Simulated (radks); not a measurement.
The numbers below are computed, except where a source is named.
Task: The mean radii <r> (bohr) of the occupied orbitals of an atom or ion are listed with their occupations. Level of theory: non-relativistic Kohn-Sham, LDA (Slater exchange, Perdew-Wang correlation), spin-polarised, spherical densities, point nucleus (a radial shooting solver on a logarithmic mesh with Libxc functionals).

orbital  occ.      <r>
1s          2  0.05118
2s          2   0.2302
2p          6   0.1999
3s          2   0.6930
3p          6   0.7189
3d         10   0.9055
4s          2    2.677

Name the element and its charge. Open shells, if any, are filled with parallel spins first.

Result: Z = 30, zinc, charge 0: Zn in [Ar] 3d10 4s2. The 1s radius gives Z: for a bare nucleus <r> = 1.5/Z, 0.05 bohr for Z = 30, and screening makes it slightly larger (0.05118 here). The occupations add up to 30, and the charge is Z minus that.
